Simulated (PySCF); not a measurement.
`NC(=S)N1N=Cc2ccccc2B1O`: 4 charge schemes on one density

C8H8BN3OS.
Structure used (PBE0-D3(BJ)/def2-SVP), in Å, numbered top down from 1:
```
atom  x, y, z in Å
N1     3.832    0.462   -0.967
C2     3.165   -0.190   -0.006
S3     3.919   -1.105    1.141
N4     1.754   -0.033   -0.094
N5     1.363    0.492   -1.283
C6     0.120    0.645   -1.572
C7    -0.993    0.302   -0.718
C8    -2.322    0.464   -1.144
C9    -3.362    0.120   -0.295
C10   -3.089   -0.387    0.983
C11   -1.775   -0.542    1.403
C12   -0.702   -0.200    0.565
B13    0.792   -0.341    0.969
O14    1.190   -0.667    2.216
H15    4.828    0.304   -1.020
H16    3.298    0.874   -1.725
H17   -0.077    1.068   -2.563
H18   -2.528    0.858   -2.143
H19   -4.397    0.243   -0.621
H20   -3.912   -0.660    1.648
H21   -1.588   -0.945    2.404
H22    0.447   -0.786    2.815
```

Density: PBE0/pcSseg-1 (PySCF); schemes: Mulliken, IAO, Hirshfeld and ESP-fitted. Geometry: PBE0-D3(BJ)/def2-SVP, one conformer, isolated molecule.

Question: For which atoms does the sign change between the 4 schemes (beyond +0.03 e in one, beyond −0.03 e in another)?

Answer: C2, N4, C6 and C7.

Question: Do the Mulliken, IAO, Hirshfeld and ESP-fitted schemes agree on where the charge is lowest?

Answer: The schemes don't all agree: Mulliken N4 (-0.472); IAO O14 (-0.497); Hirshfeld S3 (-0.253); ESP-fitted O14 (-0.535).

Question: At which atom do the 4 schemes differ most?

Answer: At N4: from -0.472 (Mulliken) to +0.593 e (ESP-fitted), 1.065 e apart.

Question: Tabulate the Mulliken, IAO, Hirshfeld and ESP-fitted charges.

Answer: In e:

| atom | environment | Mulliken | IAO | Hirshfeld | ESP-fitted |
| --- | --- | --- | --- | --- | --- |
| N1 | nitrogen bound to a thiocarbonyl carbon | -0.334 | -0.454 | -0.164 | -0.411 |
| C2 | thiocarbonyl carbon | +0.263 | +0.143 | +0.103 | -0.163 |
| S3 | thiocarbonyl sulfur | -0.180 | -0.244 | -0.253 | -0.271 |
| N4 | nitrogen bound to a thiocarbonyl carbon | -0.472 | -0.110 | -0.043 | +0.593 |
| N5 | ring nitrogen | -0.271 | -0.191 | -0.077 | -0.428 |
| C6 | unsaturated ring CH carbon | +0.217 | -0.030 | +0.010 | -0.092 |
| C7 | substituted aromatic carbon | -0.299 | -0.012 | -0.007 | +0.152 |
| C8 | aromatic CH carbon | +0.013 | -0.143 | -0.040 | -0.254 |
| C9 | aromatic CH carbon | -0.080 | -0.135 | -0.036 | -0.086 |
| C10 | aromatic CH carbon | -0.048 | -0.140 | -0.039 | -0.178 |
| C11 | aromatic CH carbon | -0.146 | -0.125 | -0.038 | -0.155 |
| C12 | substituted aromatic carbon | -0.171 | -0.148 | -0.081 | -0.032 |
| B13 | ring boron | +0.730 | +0.377 | +0.199 | +0.095 |
| O14 | boron-bound oxygen | -0.353 | -0.497 | -0.234 | -0.535 |
| H15 | N–H hydrogen | +0.208 | +0.296 | +0.140 | +0.299 |
| H16 | N–H hydrogen | +0.213 | +0.290 | +0.112 | +0.281 |
| H17 | hydrogen on a C=N carbon | +0.095 | +0.159 | +0.056 | +0.166 |
| H18 | aromatic hydrogen | +0.084 | +0.153 | +0.055 | +0.162 |
| H19 | aromatic hydrogen | +0.107 | +0.158 | +0.057 | +0.146 |
| H20 | aromatic hydrogen | +0.101 | +0.157 | +0.056 | +0.159 |
| H21 | aromatic hydrogen | +0.081 | +0.135 | +0.050 | +0.139 |
| H22 | hydroxyl hydrogen | +0.241 | +0.360 | +0.173 | +0.412 |

Mean size of the charges over all atoms: ESP-fitted 0.237 e, Mulliken 0.214 e, IAO 0.203 e, Hirshfeld 0.092 e. Each set sums to the total charge, 0, to within 0.001 e. The Hirshfeld scheme divides the density at each point in proportion to the densities of the neutral, spherically averaged free atoms.

Question: How closely do the schemes follow one another over all atoms?

Answer: Correlation coefficient and root-mean-square difference: IAO with Hirshfeld 0.95, 0.133 e; Mulliken with IAO 0.81, 0.157 e; Mulliken with Hirshfeld 0.81, 0.186 e; IAO with ESP-fitted 0.74, 0.190 e; Hirshfeld with ESP-fitted 0.68, 0.218 e; Mulliken with ESP-fitted 0.31, 0.320 e.

Question: How many electrons does the Mulliken scheme count on C6?

Answer: Z − q = 6 − (+0.217) = 5.783.

Question: Sum the charges by element, for elements with more than one atom.

Answer: 
```tsv
element	atoms	Mulliken	IAO	Hirshfeld	ESP-fitted
N	3	-1.077	-0.755	-0.283	-0.246
C	8	-0.251	-0.590	-0.128	-0.808
H	8	+1.130	+1.709	+0.700	+1.765
```

The run behind these numbers computed NMR shieldings as well. The run took 1.9 min (grids of density and orbitals included) on one thread of an Arm Neoverse V1, shared host with 64 logical CPUs at a one-minute load of 24, and the process peaked at 1.6 GiB of memory.
